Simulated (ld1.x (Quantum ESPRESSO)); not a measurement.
## Reading a pseudo-wave (Cs)

Columns: radius, all-electron u(r) and pseudo u(r) of the 6s shell (level -2.09 eV) of caesium in the configuration [Kr] 4d10 5s2 5p6 5d0 6s1 6p0; PBE, scalar-relativistic, RRKJ scheme, ld1.x (Quantum ESPRESSO) 7.5.

| r (bohr) | all-electron | pseudo |
| --- | --- | --- |
| 0.210 | 0.0816 | -0.0079 |
| 0.420 | -0.0765 | -0.0162 |
| 0.630 | -0.1041 | -0.0253 |
| 0.840 | 0.0231 | -0.0355 |
| 1.050 | 0.1428 | -0.0474 |
| 1.260 | 0.1993 | -0.0616 |
| 1.470 | 0.1958 | -0.0784 |
| 1.680 | 0.1507 | -0.0985 |
| 1.890 | 0.0820 | -0.1223 |
| 2.100 | 0.0036 | -0.1501 |
| 2.310 | -0.0755 | -0.1817 |
| 2.520 | -0.1497 | -0.2168 |
| 2.730 | -0.2162 | -0.2544 |
| 2.940 | -0.2737 | -0.2928 |
| 3.150 | -0.3222 | -0.3302 |
| 3.360 | -0.3621 | -0.3647 |
| 3.570 | -0.3941 | -0.3946 |
| 3.780 | -0.4189 | -0.4190 |
| 3.990 | -0.4374 | -0.4374 |
| 4.200 | -0.4505 | -0.4505 |
| 4.410 | -0.4588 | -0.4588 |
| 4.620 | -0.4633 | -0.4633 |
| 4.830 | -0.4642 | -0.4642 |
| 5.040 | -0.4622 | -0.4622 |
| 5.250 | -0.4576 | -0.4576 |
| 5.460 | -0.4506 | -0.4506 |

**Question.** How many radial nodes do the two functions have?

**Answer.** The all-electron 6s function has n − l − 1 = 5 (the table is too coarse to show those close to the nucleus); the pseudo-wave has 0, since the states of the same l below it are removed with the core.

**Question.** At about which radius was the pseudo-wave matched?

**Answer.** 4.10 bohr. The columns agree to 0.0005 from 3.78 bohr on; several derivatives are matched, so the curves merge somewhat inside the radius.

**Question.** Where does each function peak?

**Answer.** Outermost all-electron maximum near 4.83 bohr, pseudo maximum near 4.83 bohr (to the table’s step).

**Question.** Is the pseudo-wave norm-conserving?

**Answer.** Yes: the RRKJ scheme keeps the norm inside the radius equal to the all-electron one, which fixes the energy derivative of the logarithmic derivative at the level.
